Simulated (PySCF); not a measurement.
Coordinates in bohr (charge 0 multiplicity 1):
```
Mg    2.7326    0.0000    0.0000
Mg   -2.7326    0.0000    0.0000
F     0.0000    2.3853    0.0000
F     0.0000   -2.3853    0.0000
F     6.0704    0.0000    0.0000
F    -6.0704    0.0000    0.0000
```

These are results of PBE in PySCF with Mg def2-TZVP, F def2-TZVP; no relativity; density-fitted integrals, not measurements.

This geometry of Mg2F4 is a stationary point at this level.

Q: What is the point group?

A: D2h.

Q: Is it a minimum?

A: Yes: all harmonic wavenumbers are real, though the softest, 44 cm⁻¹, leaves little margin.

Q: Which band is strongest in the infrared?

A: 744 cm⁻¹ (b1u), 322 km/mol.

Q: Give the ideal-gas entropy at 298.15 K and 1 bar by parts.

A: translation 169.0, rotation 106.1, vibration 91.5, spin 0.0; total 366.5 J/(mol K).

Q: What is the atomisation energy, with and without zero-point energy?

A: 2296 kJ/mol without, 2271 kJ/mol with.

This need not be the most stable arrangement of these atoms.
